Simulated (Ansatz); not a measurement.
Consider the formal exchange of groups at a C–Se bond: `NC[Se][SiH3]` + `[CH3][GeH3]` → `[CH3][GeH2][CH2]N` + `[SiH3][SeH]`.

Program: Ansatz. Geometries: PBE0-D4/def2-TZVP. ΔE: electronic, gas phase. CBS: MP2 limit from def2 TZ/QZ plus the TZ coupled-cluster correction, frozen cores. DFT in def2-TZVPP. B3LYP here is the variant with VWN-RPA as its local correlation; programs differ in this. For Ge, Se outer-core shells are correlated without core-valence functions, which leaves a few kJ/mol of doubt a bond. Scalar relativity is left out up to krypton. Each species was taken in one conformer, which may not be the lowest.

Q: Is it downhill or uphill in electronic energy at CCSD(T)/CBS, and by how much? (Best estimate.)

A: The calculation gave: Downhill: ΔE = -12.7 kJ/mol.

Q: What do these levels give: PBE-D4, r2SCAN-D4, PBE0-D4, B3LYP-D4, B2PLYP, PBE, PBE0, B3LYP, CCSD(T)/def2-TZVPP, MP2/def2-QZVPP, HF/CBS(def2), MP2/CBS(def2)? (An estimate is asked.)

A: Ansatz gave: PBE-D4 -5.5, r2SCAN-D4 -8.4, PBE0-D4 -8.2, B3LYP-D4 -7.4, B2PLYP -11.4, PBE -8.6, PBE0 -10.8, B3LYP -12.9, CCSD(T)/def2-TZVPP -11.7, MP2/def2-QZVPP -10.1, HF/CBS(def2) -16.7, MP2/CBS(def2) -10.5 kJ/mol.

Largest T1 diagnostic among the species: 0.010.

The D4 term adds +5.5 kJ/mol with B3LYP and +2.7 kJ/mol with PBE0; it sums over pairs of atoms, weighted by their polarisabilities, and B3LYP, whose exchange is more repulsive, gets the larger term. In def2-TZVPP, CCSD(T) changes the Hartree–Fock value by +4.9 kJ/mol (the triples alone add +2.5 kJ/mol) and MP2 by +7.1 kJ/mol.
